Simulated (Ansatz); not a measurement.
`OC(O)=S` and `OC(=S)N[SiH3]` differ in one atom or group.

Ansatz, PBE0-D4/def2-TZVP geometries, multiplicity 1. Each molecule was computed in one conformer, which needn't be the lowest.

```csv
property,`OC(O)=S`
LUMO energy (ωB97M-V/def2-TZVPP) / eV,1.37
HOMO–LUMO gap (ωB97M-V/def2-TZVPP) / eV,10.46
HOMO–LUMO gap (PBE0/def2-TZVPP) / eV,6.02
size of the dipole moment (B3LYP/def2-TZVPP) / D,3.24
HOMO–LUMO gap (B3LYP/def2-TZVPP) / eV,5.53
LUMO energy (PBE/def2-TZVPP) / eV,-1.82
```

Problem. What does the change do to each property? (Estimate.)

Solution. The calculation gave: 
| property | `OC(=S)N[SiH3]` | shift |
| --- | --- | --- |
| LUMO energy (ωB97M-V/def2-TZVPP) / eV | 1.49 | 0.12 |
| HOMO–LUMO gap (ωB97M-V/def2-TZVPP) / eV | 10.43 | -0.03 |
| HOMO–LUMO gap (PBE0/def2-TZVPP) / eV | 6.13 | 0.11 |
| size of the dipole moment (B3LYP/def2-TZVPP) / D | 2.50 | -0.74 |
| HOMO–LUMO gap (B3LYP/def2-TZVPP) / eV | 5.66 | 0.13 |
| LUMO energy (PBE/def2-TZVPP) / eV | -1.57 | 0.25 |

With PBE0 the HOMO rises by 0.12 eV and the LUMO rises by 0.24 eV, so the gap widens by about 0.12 eV. PBE moves the HOMO by 0.05 eV and ωB97M-V by 0.16 eV. Dipoles are sizes alone; their direction can turn.

B3LYP here is the variant with VWN-RPA as its local correlation; programs differ in this.
